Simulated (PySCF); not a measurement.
## N²⁺ (nitrogen, charge +2) across methods

[He] 2s2 2p1, 2P determinant. Calculation: PySCF 2.14, in ANO-RCC-VTZP (4s3p2d1f, 30 functions); the spin-free X2C one-electron Hamiltonian (Gaussian nucleus).

| method | E (hartree) | mean ε 2s α (eV) | mean ε 2s β (eV) | mean ε 2p α (eV) | Σ⟨r²⟩ (bohr²) | ⟨S²⟩ |
| --- | --- | --- | --- | --- | --- | --- |
| PW91 | -52.9599 | -49.838 | -47.878 | -38.976 | 4.976 | 0.751 |
| HSE06 | -52.9412 | -51.776 | -49.311 | -40.885 | 4.969 | 0.752 |
| PBE | -52.9236 | -49.754 | -47.819 | -38.844 | 4.980 | 0.751 |
| r2SCAN | -52.9602 | -50.417 | -48.118 | -39.788 | 4.969 | 0.753 |
| PBEsol | -52.7166 | -49.598 | -47.608 | -38.589 | 4.996 | 0.751 |
| TPSSh | -53.0049 | -51.232 | -48.807 | -40.384 | 4.955 | 0.752 |
| PBE0 | -52.9355 | -52.228 | -49.743 | -41.273 | 4.970 | 0.752 |
| LDA | -52.5070 | -49.602 | -47.612 | -38.582 | 5.015 | 0.751 |
| UHF | -52.84950 | -58.796 | -54.177 | -48.047 | 4.979 | 0.754 |
